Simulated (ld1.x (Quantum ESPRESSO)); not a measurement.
**Before and after: TM potential for oxygen**

```
Element                 : O (Z = 8)
Generator               : ld1.x (Quantum ESPRESSO) 7.5
Type                    : norm-conserving Troullier–Martins (Kleinman–Bylander form)
Functional              : PBE
Relativity              : scalar-relativistic
Frozen core             : [He]
Valence charge          : 6
Reference configuration : 2s1.5 2p4.5
Partial waves           : 2s (bound): rc 0.60 bohr; 2p (bound): rc 2.00 bohr; 3d channel at 0.05 Ry: rc 1.80 bohr
Local potential         : the d channel
Core correction         : none
```

All-electron outer shells of the reference configuration (PBE, scalar-relativistic, ld1.x):

```
shell  level (eV)  outermost node (bohr)  outermost maximum (bohr)
   1s     -515.06                      –                      0.13
   2s      -24.20                   0.28                      0.87
   2p       -9.25                      –                      0.82
```

Change: wave 2p (bound): rc 2.00 bohr becomes 2p (bound): rc 1.52 bohr.

Cutoffs: the cutoffs (Ry, on a coarse ladder) from which the occupation-weighted sum of valence levels, in a spherical-Bessel basis at the reference potential, stays within 10 and 1 mRy of its value at 400 Ry; they do not see the model core or the augmentation charge, which bear on the density cutoff. Errors are all-electron minus pseudo energies relative to the spin-unpolarised reference configuration.

What does the change do?

Of the 7 tests that both files solve, the error grows in 2 and shrinks in 5 by more than 15 % and 0.3 meV (median size 48.3 → 27.0 meV); neither file shows a bound ghost.

| quantity | base | changed |
| --- | --- | --- |
| cutoff, loose | 180 Ry | 180 Ry |
| cutoff, tight | over 300 Ry | over 300 Ry |
| loose cutoff by channel (10 mRy a level) | s 160 Ry, p 35 Ry | s 160 Ry, p 50 Ry |
| bound ghosts | none | none |
| error for 2s2 2p4, meV [ΔE -7.47 eV] | +1.4 | +5.0 |
| error for 2s2 2p3, meV [ΔE 8.96 eV] | +163 | +64 |
| error for 2s2 2p2, meV [ΔE 42.55 eV] | +849 | +323 |
| error for 2s2 2p1, meV [ΔE 96.42 eV] | +2794 | +1109 |
| error for 2s1 2p4, meV [ΔE 24.19 eV] | -48 | -13 |
| error for 2s2 2p4.3, meV [ΔE -9.59 eV] | -12 | +0.7 |
| error for 2s0 2p6, meV [ΔE 22.47 eV] | -2.6 | +27 |
